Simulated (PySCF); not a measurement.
An excited-state table with gaps

Compound: C₇H₁₀O.
SMILES: `C#CC(=C)OC(C)C`

Theory: TDDFT wB97X-D/def2-SVPD, vertical, gas phase, core orbitals frozen in the response in PySCF 2.14.0, density-fitted response routines. Geometry: GFN2-xTB, one conformer, isolated molecule. Torsions of this conformer, `[CH:1]#[C:2][C:3](=[CH2:4])[O:5][CH:6]([CH3:7])[CH3:8]`: C2–C3–O5–C6 180°, C3–O5–C6–C7 -159°.

Orbital energies (eV): HOMO-3 -11.31, HOMO-2 -10.22, HOMO-1 -10.15, HOMO -8.49, LUMO 1.23, LUMO+1 2.31, LUMO+2 2.65.

Lowest singlets, with some entries withheld (?).

```tsv
state	E (eV)	f	main configurations (H = HOMO, L = LUMO)
S1	5.76	0.223	?
S2	5.97	?	H-1→L (82%), H→L+2 (8%)
S3	6.19	0.0011	H→L+2 (66%), H-1→L (12%)
S4	?	?	H-2→L (63%), H-1→L+2 (14%)
S5	6.80	0.017	H→L+1 (64%), H→L+3 (12%)
S6	7.46	0.023	?
S7	?	?	H-2→L+2 (44%), H→L+3 (28%)
S8	7.99	0.010	?
```

**Question.** Fill in the withheld entries.

**Answer.** 
- S1: H→L (88%)
- S2: f = 0.0020
- S4: E = 6.76 eV; f = 0.057
- S6: H→L+3 (22%), H-2→L+2 (17%), H→L+2 (16%)
- S7: E = 7.75 eV; f = 0.012
- S8: H→L+4 (45%), H→L+7 (15%), H→L+3 (8%)

**Question.** Where do the lowest triplets lie (Tamm–Dancoff)?

**Answer.** T1 3.67 eV, H→L (93%); T2 5.47 eV, H-2→L (54%), H-1→L+2 (18%); T3 5.58 eV, H-1→L (64%), H→L+2 (17%). E(S1) − E(T1) = +2.10 eV.

**Question.** How far apart are S6 and S7, in eV and cm⁻¹?

**Answer.** 7.753 − 7.457 = 0.296 eV, or about 2390 cm⁻¹.

**Question.** What is the mean static polarisability from the same response equations?

**Answer.** 89.0 au (13.19 Å³), with principal values 67.9, 88.5 and 110.6 au.

Hardware: Intel Xeon at 2.70 GHz, one thread (shared host). Cost: 2.2 min wall (with the writing of density and orbital grids), 1.1 GiB resident at most.
